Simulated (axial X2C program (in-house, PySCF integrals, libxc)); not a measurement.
Low determinants of ScGe at the PBE0 level, two-component

Computed with an in-house relativistic program for diatomic molecules. Two-component (2c) means X2C with spin–orbit coupling and atomic mean-field two-electron Coulomb and Gaunt terms. Basis: Ge dyall-cv3z [9s9p7d4f1g], Sc dyall-cv3z [10s11p7d5f2g] (cores contracted in-house); Gaussian nuclei, density fitting, unrestricted open shells. Masses: Ge 73.921 u, Sc 44.956 u.

Search at 2.558 Å (vertical energies from the lowest determinant):

| ΔE (eV) | state | electrons beyond evenly filled partner blocks | electrons in ±ω = 1/2, 3/2, 5/2, 7/2 |
| --- | --- | --- | --- |
| 0.00 | Ω = 3/2 | ω = 3/2 | 38 13 2 0 |
| 0.08 | Ω = 1/2 | 2 × ω = -1/2, ω = 3/2 | 38 13 2 0 |
| 0.23 | Ω = 1/2 | ω = 1/2 | 37 14 2 0 |
| 0.45 | Ω = 7/2 | ω = -1/2, ω = 3/2, ω = 5/2 | 37 13 3 0 |
| 0.61 | Ω = 9/2 | ω = 1/2, ω = 3/2, ω = 5/2 | 37 13 3 0 |
| 0.62 | Ω = 1/2 | ω = 1/2 | 39 12 2 0 |
| 0.69 | Ω = 5/2 | 2 × ω = 1/2, ω = 3/2 | 38 13 2 0 |

Lowest determinant, Ω = 3/2 (⟨Sz⟩ = 1.50, ⟨Lz⟩ = 0.00 at PBE0): Re = 2.551 Å, ωe = 272.4 cm⁻¹.

The determinant in row 2 of the search, Ω = 1/2 (⟨Sz⟩ = 0.50, ⟨Lz⟩ = 0.00 at PBE0), was followed along the bond at PBE0; measured from the minimum of the lowest determinant it gives:

Te = 0.078 eV (627 cm⁻¹), Re = 2.566 Å, ωe = 262.5 cm⁻¹.

Q: Compare the bond of the determinant in row 2 with that of the lowest one.

A: At PBE0 its Re is 0.015 Å longer and its force constant, which goes as ωe², is 0.93 times that of the lowest determinant. This determinant mixes spin states, so it has no term energy of its own.

The search compares states at one distance, so a state with another bond length can lie lower; it is not exhaustive and yields mostly the lowest determinant of each block pattern, so other components and higher states of one pattern are missing. These are energies of single determinants, not of spin-adapted states; PBE0 term energies can be off by some tenths of an eV, and the functional has no current term. The lowest determinant need not be the ground state where others lie within half an eV.
